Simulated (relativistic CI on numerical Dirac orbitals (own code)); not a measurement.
## V⁵⁺ in a cubic cluster: L2,3 absorption with charge transfer

Computed with a charge-transfer multiplet model of a cubic metal-ligand cluster with up to 2 ligand holes, Slater and spin-orbit integrals from Dirac-Coulomb-Breit ions, Slater integrals scaled by 0.9. The ground state mixes d0 with configurations of k ligand holes L, whose averages lie at kΔ + k(k − 1)U_dd/2; a core hole lowers each added d electron by U_cd. 20 K, Lorentzian 0.4 eV and Gaussian 0.3 eV FWHM.

Atomic integrals in eV (Slater integrals scaled, ζ unscaled), ground: F2dd 9.064, F4dd 5.680, zeta_d 0.024; with the core hole: F2dd 9.064, F4dd 5.680, zeta_d 0.047, zeta_core 4.606, F2cd 6.737, G1cd 5.189, G3cd 2.951. Where a configuration has fewer than two d electrons, the dd integrals are those of d2.

Cluster parameters (eV): Δ = 1.6, U_cd = 5.9, 10Dq = 2, 10Dq(ligand) = 0.5, V(eg) = 1.55, V(t2g) = -0.85, final-state hopping factor = 0.9.

```csv
Case,n_d,d0,d1L,d2L2,S
U_dd = 4.8 eV,0.64,0.44,0.48,0.08,0.00
U_dd = 5.5 eV,0.62,0.45,0.48,0.07,0.00
U_dd = 6.9 eV,0.59,0.47,0.47,0.06,0.00
```

Weights, n_d and S are thermal averages at 20 K. Photon energies count from the first peak over 30 % of the highest in each spectrum, which can be another peak from case to case. The parameters are a model scan and need not match a compound or its usual spin state. Peaks in eV (height, largest 100):
- U_dd = 4.8 eV: -2.6 (21), 0.0 (42), 1.1 (44), 4.5 (52), 7.7 (100), 11.5 (5)
- U_dd = 5.5 eV: -2.7 (19), 0.0 (45), 0.7 (35), 4.4 (47), 7.1 (100)
- U_dd = 6.9 eV: -2.8 (13), 0.0 (42), 2.7 (5), 4.2 (27), 7.0 (100)

A d0 ion has no d-d gap: its lowest excitations are ligand-to-metal charge transfer. With the core hole the configuration with one ligand hole lies at Δ + U_dd − U_cd = 0.5, 1.2, 2.6 eV from the one without, in the order of the table; where this is negative the screened configuration lies lower, though the effective hopping of about 3.2 eV (from the holes of the mixed ground state) mixes the two strongly wherever it is as large as the gap.
